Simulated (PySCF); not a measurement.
V⁵⁺ (vanadium, charge +5): Hartree-Fock from Schrödinger to Dirac-Coulomb-Breit

Occupied: 1s1/2, 2s1/2, 2p1/2, 2p3/2, 3s1/2, 3p1/2, 3p3/2. Hartree-Fock calculated with PySCF 2.14 in an uncontracted even-tempered set (19 s from 0.08 bohr⁻², ratio 2.7; 14 p from 0.096 bohr⁻², ratio 2.7), Gaussian nucleus throughout. NR is non-relativistic, sf-X2C the spin-free one-electron X2C Hamiltonian, X2C adds the bare one-electron spin-orbit term, X2C-SNSO screens it by Boettger's factors, DC is four-component Dirac-Coulomb, and the Gaunt and Breit terms are added at first order (total energies over the DC spinors, levels after relaxing the spinors in that mean field). QED terms are absent. Levels marked empty are virtual spinors of this ion; the basis has s and p functions only, so 3d, which can lie below the n = 4 levels, is absent.

```csv
Hamiltonian,E (hartree)
NR,-937.0497
sf-X2C,-942.3335
X2C,-942.3446
X2C-SNSO,-942.3428
DC,-942.4568
DC+Gaunt,-942.1189
DC+Breit,-942.1476
```

| level (eV) | NR | sf-X2C | X2C | X2C-SNSO | DC | DC+Gaunt | DC+Breit |
| --- | --- | --- | --- | --- | --- | --- | --- |
| 1s1/2 | -5564.0 | -5601.1 | -5601.1 | -5601.1 | -5603.3 | -5598.0 | -5598.3 |
| 2s1/2 | -733.00 | -740.53 | -740.51 | -740.52 | -740.70 | -740.38 | -740.39 |
| 2p1/2 | -627.98 | -628.85 | -634.25 | -633.78 | -633.78 | -633.18 | -633.24 |
| 2p3/2 | -627.98 | -628.85 | -626.20 | -626.43 | -626.54 | -626.15 | -626.21 |
| 3s1/2 | -161.63 | -162.85 | -162.84 | -162.84 | -162.87 | -162.83 | -162.83 |
| 3p1/2 | -128.28 | -128.41 | -129.17 | -129.10 | -129.09 | -129.03 | -129.03 |
| 3p3/2 | -128.28 | -128.41 | -128.04 | -128.07 | -128.08 | -128.05 | -128.05 |
| 4s1/2 (empty) | -45.775 | -45.991 | -45.991 | -45.991 | -45.995 | -45.988 | -45.989 |
| 4p1/2 (empty) | -38.735 | -38.772 | -38.889 | -38.878 | -38.878 | -38.866 | -38.868 |
| 4p3/2 (empty) | -38.735 | -38.772 | -38.715 | -38.720 | -38.722 | -38.715 | -38.717 |

Question: How large are the two-electron picture-change error of X2C and the Breit correction in the total energy?

Answer: X2C-1e lies 0.1122 hartree above Dirac-Coulomb; Gaunt adds 0.3379 and the full Breit term 0.3092 hartree.

| interval (eV) | X2C | X2C-SNSO | DC | DC+Gaunt | DC+Breit |
| --- | --- | --- | --- | --- | --- |
| 2p3/2 − 2p1/2 | 8.051 | 7.345 | 7.236 | 7.028 | 7.029 |
| 3p3/2 − 3p1/2 | 1.127 | 1.028 | 1.010 | 0.9800 | 0.9800 |
| 4p3/2 − 4p1/2 | 0.1734 | 0.1582 | 0.1552 | 0.1507 | 0.1507 |

Weight of the small component: 1s1/2 0.00680, 2s1/2 0.00122, 2p1/2 0.00119, 2p3/2 0.00117, 3s1/2 0.000271, 3p1/2 0.000242, 3p3/2 0.000239, 4s1/2 6.10e-05, 4p1/2 5.21e-05, 4p3/2 5.18e-05.

Koopmans' value for the highest occupied level at DC+Breit: 128.05 eV, against an ionisation energy of 128.12 eV (measured; NIST Atomic Spectra Database, ionization energies); the former lacks relaxation, correlation, QED and recoil.

The whole ladder took 85 s of wall time on 1 thread of Intel(R) Xeon(R) 6975P-C (shared host), launched as `OMP_NUM_THREADS=1 python relrun2.py TASK.json OUT` (a driver that calls PySCF for each Hamiltonian).

Dirac-Coulomb iterations, started from the X2C spinors:

```
with_ssss True, with_gaunt False, with_breit False
light speed = 137.03599967994
init E= -942.062141896142
cycle= 1 E= -942.456823277963  delta_E= -0.395  |g|= 0.11  |ddm|= 0.0157
cycle= 2 E= -942.456835837429  delta_E= -1.26e-05  |g|= 0.00313  |ddm|= 0.00329
cycle= 3 E= -942.456836077628  delta_E= -2.4e-07  |g|= 0.000478  |ddm|= 0.000773
cycle= 4 E= -942.456836084415  delta_E= -6.79e-09  |g|= 5.59e-06  |ddm|= 0.00012
cycle= 5 E= -942.456836084416  delta_E= -1.36e-12  |g|= 1.86e-07  |ddm|= 2.06e-06
```
